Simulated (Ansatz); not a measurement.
A run for Ansatz (an electronic-structure program): R-B3LYP/def2-TZVPP on CH4GeO2 (SMILES C[O][Ge][OH]).

Ansatz 0.2 input:
```yaml
crystal:
  periodic: [false, false, false]
  atoms:
    - {symbol: C, position_ang: [-1.39882432, -0.30560420, 0.40885755]}
    - {symbol: O, position_ang: [0.01167634, -0.18255530, 0.44801802]}
    - {symbol: Ge, position_ang: [0.94104129, 0.55127631, -0.89541378]}
    - {symbol: O, position_ang: [2.52793241, 0.32231255, -0.07979346]}
    - {symbol: H, position_ang: [-1.67482052, -1.35950099, 0.49338871]}
    - {symbol: H, position_ang: [-1.83497500, 0.23478583, 1.25252418]}
    - {symbol: H, position_ang: [-1.83675036, 0.09079266, -0.51601986]}
    - {symbol: H, position_ang: [3.26472016, 0.64849312, -0.60868695]}
basis:
  gaussian:
    orbitals: def2-TZVPP
hamiltonian:
  xc: {name: B3LYP}
scf: {lower_state_search: off}
```

The head of its log:

```
WARN ansatz: RAYON_NUM_THREADS=1 ignored (pool sized by the plan → 1); use --threads N
Functional definition: B3LYP
these checks for a lower state are left out or cut short: stability, starts, cluster_reference, orbital_swaps, neighbouring_geometries, increment
integrals: 0.10 GiB planned
1107 factors; their error is unknown
mean field: 0.95 GiB planned
mean field evaluation 1: about -61706.2101 eV, gradient 8.5e1 eV
mean field evaluation 2: about -61640.9732 eV, gradient 1.9e2 eV
```

Q: What total energy does the run end on?

A: -2268.1398 hartree.
